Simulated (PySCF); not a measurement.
**Energy of Sc (scandium, neutral) between two integer charges**

The 4s beta orbital of [Ar] 3d1 4s2 is emptied in steps (occupation f), with all orbitals relaxed, ending at [Ar] 3d1 4s1. Computed with PySCF 2.14 in aug-cc-pVTZ, with no relativity, point nucleus. The exact energy is a straight line in f; departures are measured from the line between the end points of the same method.

```json
{"f": "1", "UHF (eV)": "0.000", "LDA (eV)": "0.000", "PBE (eV)": "0.000"}
{"f": "0.75", "UHF (eV)": "0.035", "LDA (eV)": "-0.502", "PBE (eV)": "-0.505"}
{"f": "0.5", "UHF (eV)": "0.043", "LDA (eV)": "-0.700", "PBE (eV)": "-0.706"}
{"f": "0.25", "UHF (eV)": "0.030", "LDA (eV)": "-0.575", "PBE (eV)": "-0.594"}
{"f": "0", "UHF (eV)": "0.000", "LDA (eV)": "0.000", "PBE (eV)": "0.000"}
```

```
method  E(f=0) − E(f=1) (eV)  −ε at f=1 (eV)  −ε at f=0.5 (eV)
   UHF                 5.362           5.567             5.349
   LDA                 6.658           4.051             6.496
   PBE                 6.516           3.906             6.339
```

Orbital energy along the path (eV):

```tsv
f	UHF	LDA	PBE
1	-5.567	-4.051	-3.906
0.75	-5.443	-5.251	-5.095
0.5	-5.349	-6.496	-6.339
0.25	-5.273	-7.840	-7.558
0	-5.211	-10.137	-9.828
```

Reference removal energy between the ground levels: 6.561 eV (measured; NIST Atomic Spectra Database, ionization energies). The calculation has no spin-orbit coupling. UHF lacks correlation.
